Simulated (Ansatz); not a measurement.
C3H8AlCl, SMILES `CC(Cl)[CH2][AlH2]`, relaxed with RKS PBE0-D4/def2-TZVP in the Gaussian-basis code of Ansatz from a PBE-D4/def2-SVP geometry. The force threshold is 0.005 eV/Å; the program also tests the step.

The species carries charge 0 and has multiplicity 1.

Start:

```xyz
13

C    -0.882   -0.161   -1.327
C    -0.965   -0.015    0.187
Cl   -2.381   -1.042    0.784
C     0.310   -0.399    0.916
Al    1.913    0.706    0.552
H    -0.105    0.523   -1.734
H    -0.618   -1.201   -1.606
H    -1.845    0.093   -1.810
H    -1.272    1.017    0.451
H     0.150   -0.358    2.018
H     0.564   -1.464    0.709
H     3.327    0.218    1.126
H     1.802    2.083   -0.265
```

```
        step  energy (eV)  largest force (eV/Å)  largest move (Å)
           1  -22351.5730                 0.545             0.000
           2  -22351.6135                 0.203             0.031
           3  -22351.6179                 0.080             0.016
           4  -22351.6182                 0.054             0.006
           5  -22351.6183                 0.010             0.006
           6  -22351.6184                 0.012             0.010
7 (rejected)  -22351.6183                 0.030             0.026
           8  -22351.6184                 0.010             0.013
           9  -22351.6185                 0.008             0.028
          10  -22351.6185                 0.006             0.007
          11  -22351.6185                 0.002             0.004
```

End:

```xyz
13

C    -0.854   -0.163   -1.310
C    -0.959   -0.012    0.191
Cl   -2.372   -1.007    0.764
C     0.299   -0.404    0.923
Al    1.882    0.697    0.537
H    -0.079    0.509   -1.696
H    -0.590   -1.190   -1.574
H    -1.793    0.088   -1.802
H    -1.253    1.008    0.443
H     0.137   -0.357    2.008
H     0.543   -1.453    0.714
H     3.305    0.202    1.033
H     1.734    2.081   -0.231
```

Run time 29 s (4 threads of an INTEL XEON PLATINUM 8581C on a shared host); peak host memory 0.66 GiB.
